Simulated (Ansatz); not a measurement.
Cost and result for the atomization energy of CH9B2NSi (`BN(B)[SiH2]C`) (14 atoms, 13 bonds).

Cartesian coordinates in Å:
```
B 0.277 -1.534 0.819
N 0.667 -0.592 -0.175
B 1.809 -0.845 -0.993
Si -0.192 0.929 -0.489
C -1.647 1.163 0.645
H -0.682 -1.326 1.506
H 0.921 -2.532 0.955
H 2.441 -1.847 -0.843
H 2.118 -0.038 -1.826
H 0.782 2.039 -0.319
H -0.636 0.911 -1.907
H -1.341 1.190 1.692
H -2.132 2.114 0.408
H -2.384 0.367 0.525
```

The species carries charge 0 and has multiplicity 1. Geometry: relaxed with PBE0-D4/def2-TZVP. It is one conformer, not always the lowest. Program: Ansatz. All runs use 4 threads of an Arm Neoverse V1 on a shared host. Times are those of one run each, without the atoms' runs, and a repeat can differ threefold. Electronic energies, without spin–orbit coupling; frozen cores. CCSD(T)/CBS adds CCSD(T) − MP2 in def2-TZVPP to the MP2 limit, and its time is that of the two runs behind it. T1 = 0.011.

CCSD(T)/CBS is a level of theory with its own doubt, some kJ/mol a heavy atom from the limit and from the frozen cores, so smaller differences don't rank the functionals.

```csv
level,functions,wall time
LDA (SPW92)/def2-TZVPP,292,1.7 s
BLYP-D4/def2-TZVPP,292,2.9 s
PBE-D4/def2-TZVPP (with forces),292,3.2 s
r2SCAN-D4/def2-TZVPP (with forces),292,6.5 s
r2SCANh-D4/def2-TZVPP,292,6.5 s
B2PLYP/def2-TZVPP,292,7 s
CCSD(T)/def2-SVP,119,7 s
PBE-QIDH/def2-TZVPP,292,7.5 s
ωB97X-V/def2-TZVPP,292,10 s
B97M-V/def2-TZVPP,292,13 s
MP2/def2-QZVPP,568,42 s
CCSD(T)/def2-TZVPP,292,4.1 min
CCSD(T)/CBS(def2),–,4.8 min
```

What atomization energy does each give, and how far from CCSD(T)/CBS? (Best estimate.)

The calculation gave: 
```csv
level,atomization (kJ/mol),difference from CCSD(T)/CBS,per bond
LDA (SPW92)/def2-TZVPP,5688.7,601.4,46.3
BLYP-D4/def2-TZVPP,5090.5,3.2,0.2
PBE-D4/def2-TZVPP (with forces),5136.2,48.9,3.8
r2SCAN-D4/def2-TZVPP (with forces),5111.7,24.4,1.9
r2SCANh-D4/def2-TZVPP,5095.7,8.4,0.6
B2PLYP/def2-TZVPP,5066.5,-20.8,-1.6
CCSD(T)/def2-SVP,4841.3,-246.0,-18.9
PBE-QIDH/def2-TZVPP,5075.5,-11.8,-0.9
ωB97X-V/def2-TZVPP,5125.1,37.8,2.9
B97M-V/def2-TZVPP,5120.3,33.0,2.5
MP2/def2-QZVPP,5083.7,-3.6,-0.3
CCSD(T)/def2-TZVPP,4973.4,-113.9,-8.8
CCSD(T)/CBS(def2),5087.3,0.0,0.0
```

At CCSD(T), def2-SVP lies −245.9 kJ/mol from the extrapolated value and def2-TZVPP −113.9 kJ/mol: correlation converges slowly with the basis, and small sets miss more of it in the bonded molecule than in its fragments. In def2-TZVPP, CCSD(T) changes the Hartree–Fock value by +1036.0 kJ/mol (the triples alone add +52.0 kJ/mol) and MP2 by +1078.3 kJ/mol; breaking electron pairs costs correlation energy, which Hartree–Fock lacks. From BLYP to BHLYP (50 % exact exchange), in def2-TZVPP and without D4, the atomization energy moves by −10.0 kJ/mol: exact exchange takes away binding that semilocal exchange gives to molecules.
